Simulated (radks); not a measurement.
Results of a calculation; reference values are marked as such.
Ionisation ladder of aluminium, from Al to Al12+. Each ion is in the ground configuration listed by NIST, and IE = E(next ion) - E(this ion), with E = 0 for the bare nucleus. Level of theory: non-relativistic Kohn-Sham, LDA (Slater exchange, Perdew-Wang correlation), spin-unpolarised, spherical densities, point nucleus (a radial shooting solver on a logarithmic mesh with Libxc functionals).

species  configuration  E (hartree)  IE, Delta-SCF (eV)  IE, NIST (eV)       kind  error (eV)
Al        [Ne] 3s2 3p1   -241.31121               5.851          5.986       exp.      -0.135
Al+           [Ne] 3s2   -241.09620              19.336         18.829       exp.      +0.507
Al2+          [Ne] 3s1   -240.38562              28.376         28.448       exp.      -0.072
Al3+              [Ne]   -239.34283              121.19         119.99       exp.        +1.2
Al4+      [He] 2s2 2p5   -234.88910              157.17         153.83  semi-emp.        +3.3
Al5+      [He] 2s2 2p4   -229.11330              196.06         190.49  semi-emp.        +5.6
Al6+      [He] 2s2 2p3   -221.90816              237.71          241.8  semi-emp.        -4.1
Al7+      [He] 2s2 2p2   -213.17264              281.89          284.6  semi-emp.        -2.7
Al8+      [He] 2s2 2p1   -202.81320              328.32         330.21  semi-emp.        -1.9
Al9+          [He] 2s2   -190.74784              397.23          398.7  semi-emp.        -1.4
Al10+         [He] 2s1   -176.14984              437.14         442.01     theory        -4.9
Al11+             [He]   -160.08514              2089.1         2086.0     theory        +3.1
Al12+              1s1    -83.31198              2267.0         2304.1     theory       -37.1

Reference values: NIST Atomic Spectra Database (exp. = measured, semi-emp. = semi-empirical, theory = theoretical value adopted there). The ionisation energy per charge of the ion left behind rises most, in proportion, at Al11+ ([He]), from 39.740 to 174.09 eV. Against the entries that are not theoretical the mean signed error is +0.3 % and the largest +2.9 %. Spin polarisation and multiplet splitting are left out, so open shells lie too high by an amount that depends on their filling.

Beside tabulated values, note that spin-unpolarised runs miss the spin-polarisation part of the exchange energy of open shells.
